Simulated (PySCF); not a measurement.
Computed IR spectrum (relative IR intensity) of a molecule C₃H₆BNO. Coordinates come from a r2SCAN-D4/def2-SVP optimisation. Other conformers were not sampled. Calculation: r2SCAN-D4/def2-SVP in PySCF 2.14.0. No scaling factor is applied to the harmonic values.

```tsv
ν (cm⁻¹)	relative intensity
246	15
432	2.1
512	54
730	2.3
741	2.1
924	9.5
944	35
1000	9.2
1130	3.9
1180	19
1239	11
1324	11
1424	5.0
1470	28
1548	100
1760	6.9
2988	21
3043	12
3114	5.3
3215	2.3
3642	7.7
3865	20
```

**Question.** Which structure fits?
(A) CN1C=CB1O
(B) CB(C)N=C=O
(C) C=C1CNB1O
(D) CB(O)CC#N

**Answer.** C, C=C1CNB1O
